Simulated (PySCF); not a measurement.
C₄H₂Br₂, SMILES C#C/C(Br)=C\Br.

Geometry: PBE0-D3(BJ)/def2-SVP. The structure was generated by enumeration; whether it is a known compound was not checked.

Level of theory: PBE/def2-TZVP in PySCF.

Symmetry labels are those of the subgroup Cs that the program uses (full group Cs).

Question: List the valence orbital energies around the gap with their symmetry. (The exact figures need the calculation; the answer reports its results.)

Answer: 
```json
[
 {"orbital": "HOMO−7", "symmetry": "A'", "energy (eV)": "-9.93"},
 {"orbital": "HOMO−6", "symmetry": "A\"", "energy (eV)": "-9.85"},
 {"orbital": "HOMO−5", "symmetry": "A\"", "energy (eV)": "-8.07"},
 {"orbital": "HOMO−4", "symmetry": "A'", "energy (eV)": "-7.72"},
 {"orbital": "HOMO−3", "symmetry": "A\"", "energy (eV)": "-7.42"},
 {"orbital": "HOMO−2", "symmetry": "A'", "energy (eV)": "-7.37"},
 {"orbital": "HOMO−1", "symmetry": "A'", "energy (eV)": "-7.02"},
 {"orbital": "HOMO", "symmetry": "A\"", "energy (eV)": "-6.01"},
 {"orbital": "LUMO", "symmetry": "A\"", "energy (eV)": "-2.53"},
 {"orbital": "LUMO+1", "symmetry": "A'", "energy (eV)": "-2.03"},
 {"orbital": "LUMO+2", "symmetry": "A'", "energy (eV)": "-0.94"},
 {"orbital": "LUMO+3", "symmetry": "A'", "energy (eV)": "0.53"}
]
```
